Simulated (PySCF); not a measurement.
Compound: C₆H₁₅AlO₂.
Numbering: `[CH3:1][O:2][CH2:3][C@@H:4]1[CH2:5][CH2:6][CH2:7][O+:8]1[AlH3-:9]` (hydrogens: H10, H11, H12 on C1; H13, H14 on C3; H15 on C4; H16, H17 on C5; H18, H19 on C6; H20, H21 on C7; H22, H23, H24 on Al9)

A linear-response calculation (PySCF, def2-SVPD basis, gas phase, vertical, core orbitals frozen in the response) gave these numbers; the functional is withheld.

Orbital energies (eV): HOMO-3 -8.85, HOMO-2 -7.90, HOMO-1 -7.00, HOMO -6.86, LUMO 0.18, LUMO+1 0.77, LUMO+2 0.81.

```json
{"state": "S1", "E (eV)": "6.17", "f": "0.0058", "main configurations (H = HOMO, L = LUMO)": "H→L (81%), H→L+4 (11%)"}
{"state": "S2", "E (eV)": "6.32", "f": "0.021", "main configurations (H = HOMO, L = LUMO)": "H-1→L (80%), H-1→L+4 (10%)"}
{"state": "S3", "E (eV)": "6.53", "f": "0.0080", "main configurations (H = HOMO, L = LUMO)": "H→L+2 (53%), H→L (12%), H→L+3 (12%)"}
{"state": "S4", "E (eV)": "6.68", "f": "0.017", "main configurations (H = HOMO, L = LUMO)": "H-1→L+2 (53%), H-1→L (14%), H-1→L+3 (12%)"}
{"state": "S5", "E (eV)": "6.87", "f": "0.0016", "main configurations (H = HOMO, L = LUMO)": "H→L+1 (55%), H→L+2 (27%), H→L+3 (9%)"}
{"state": "S6", "E (eV)": "6.95", "f": "0.0070", "main configurations (H = HOMO, L = LUMO)": "H→L+3 (38%), H→L+1 (26%), H→L+4 (16%)"}
```

Triplets, Tamm–Dancoff:

```
state  E (eV)  λ (nm)   main configurations (H = HOMO, L = LUMO)
   T1    5.88   210.7        H→L (41%), H→L+4 (28%), H→L+2 (20%)
   T2    5.98   207.4  H-1→L (36%), H-1→L+4 (28%), H-1→L+2 (22%)
   T3    6.31   196.4        H→L (43%), H→L+2 (30%), H→L+3 (13%)
   T4    6.47   191.6  H-1→L (46%), H-1→L+2 (30%), H-1→L+3 (14%)
```

Vertical ionisation energy by ΔSCF with the same functional: 8.81 eV. Mean static polarisability: 111.9 au.

Question: Which of these was used?
A. HF
B. PBE
C. wB97X-D
D. PBE0

Answer: D. PBE0 is a global hybrid with 25% exact exchange. In this run −ε(HOMO) = 6.86 eV differs from the ΔSCF value by -1.95 eV, and S1 differs from the orbital gap of 7.04 eV by -0.88 eV. The ratio −ε(HOMO)/IP is 0.78. Usual ranges for neutral molecules in this basis: 0.7 to 0.83 with PBE0, 0.5 to 0.7 with PBE, 0.89 to 0.99 with wB97X-D; with Hartree–Fock the ratio is 1 or more (Koopmans' value less the relaxation energy is the ΔSCF value).

Computed with TDDFT PBE0/def2-SVPD, vertical, gas phase, core orbitals frozen in the response in PySCF. One conformer (not necessarily the lowest) at the PBE0-D3(BJ)/def2-SVP geometry, without solvent, vibrations or thermal averaging.

Time: 8.1 min wall; peak memory 1.4 GiB. Hardware: an Arm Neoverse V1 with one thread, no GPU (shared host).

Without π bonds the low states are Rydberg-like; a valence basis with one diffuse set may place them up to an eV too high.
